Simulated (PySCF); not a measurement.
# Orbital picture of KBr

PBE0 at R = 2.819 Å; basis K pcseg-1, Br pcseg-1; no relativity; PySCF 2.14. State: ¹Σ⁺ (singlet), closed shell. Only the outer orbitals are listed, counted within each symmetry.

```
orbital  occ.  ε (eV)  on K (%)  main shells (%)
    10σ     2  -38.46       100          100 K s
     5π     2  -21.13       100          100 K p
     5π     2  -21.13       100          100 K p
    11σ     2  -21.11        97           97 K p
    12σ     2  -17.56         3          97 Br s
    13σ     2   -5.95         7          93 Br p
     6π     2   -5.63         4          96 Br p
     6π     2   -5.63         4          96 Br p
    14σ     0   -1.33        99   82 K s, 16 K p
     7π     0    0.72        99    90 K p, 9 K d
     7π     0    0.72        99    90 K p, 9 K d
```

Problem. Which are the highest filled and the lowest empty level, where do they sit, and how wide is the gap?

Solution. Highest filled 6π at -5.63 eV (in %: 96 Br p); lowest empty 14σ at -1.33 eV (in %: 82 K s, 16 K p); the gap at PBE0 is 4.30 eV.

| Quantity | Value |
| --- | --- |
| bond order (Mayer) | 0.61 |
| ⟨S²⟩ | 0.000 |
| charge on K (Mulliken, basis-dependent) | 0.67 |
| charge on K (Löwdin, basis-dependent) | 0.39 |
| dipole moment (positive dipole means K(−)Br(+)) | -10.13 D |
| polarisability along the bond | 47.3 bohr³ |
| polarisability across the bond | 27.3 bohr³ |
